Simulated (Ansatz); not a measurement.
System: SnBr$_{3}$ (charge +1, singlet). SMILES of the parent species: [Sn]([Br])([Br])[Br]
Geometry from a B3LYP-D3(BJ)/def2-TZVP (Ansatz, a quantum-chemistry and plane-wave program) optimisation:
```
Sn
Br 1 2.4041
Br 1 2.4041 2 120.00
Br 1 2.4041 2 120.00 3 -180.00
```
Charge +1, spin multiplicity 1.

Parts of the frozen-core correlation energy in def2-SVP (Ansatz, hartree). Frozen orbitals: 51; correlated occupied orbitals by spin: 12 and 12; virtual: 59 and 59. No spin-orbit coupling. Past Kr the def2 sets carry scalar-relativistic core potentials.

| term | value |
|---|---|
| reference (HF) | -7929.49301 |
| MP2 opposite-spin | ? |
| MP2 same-spin | ? |
| CCSD correlation | -0.45093 |
| (T) | ? |
| T1 diagnostic | 0.015 |
| largest doubles amplitude | 0.039 |

Question: What belongs in the gaps?

Answer: 
- MP2 opposite-spin, value: -0.30375
- MP2 same-spin, value: -0.11374
- (T), value: -0.01446
